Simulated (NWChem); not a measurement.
Molecule: CH6AuP; SMILES [CH3][Au]<-[PH3]

```xyz
9

Au    -0.0005    -0.2381     0.0000
C     -0.0007    -2.2944     0.0000
H      0.8865    -2.6845    -0.5246
H     -0.8987    -2.6844    -0.5061
H      0.0099    -2.6845     1.0307
P     -0.0004     2.0976     0.0000
H      1.1962     2.7939    -0.3128
H     -0.3277     2.7941     1.1926
H     -0.8694     2.7942    -0.8798
```
Atoms are numbered in this order, from 1.

Level: PBE0/def2-SVP with def2 effective core potentials on Au (NWChem), optimised geometry, unscaled harmonic frequencies. def2 effective core potentials on Au; no spin-orbit coupling.

List the harmonic frequencies with IR intensities, and the thermochemistry.


```tsv
frequency (cm⁻¹)	IR intensity (km/mol)
22	0.0
113	0.8
113	0.8
279	0.6
438	1.0
438	1.0
555	12.7
747	21.2
747	21.2
1006	142.6
1121	5.5
1121	5.5
1201	5.4
1430	0.7
1430	0.6
2459	57.7
2475	10.6
2475	10.6
3044	27.5
3149	8.2
3149	8.3
```

- zero-point energy = 39.3 kcal/mol
- thermal correction to the enthalpy at 298.15 K (with zero-point energy) = 44.1 kcal/mol
- heat capacity Cv = 20.2 cal/(mol K)
- entropy at 298.15 K and 1 atm (symmetry number 3) = 82.2 cal/(mol K)

Rigid rotor and harmonic oscillator; modes under 100 cm⁻¹ make the entropy uncertain.
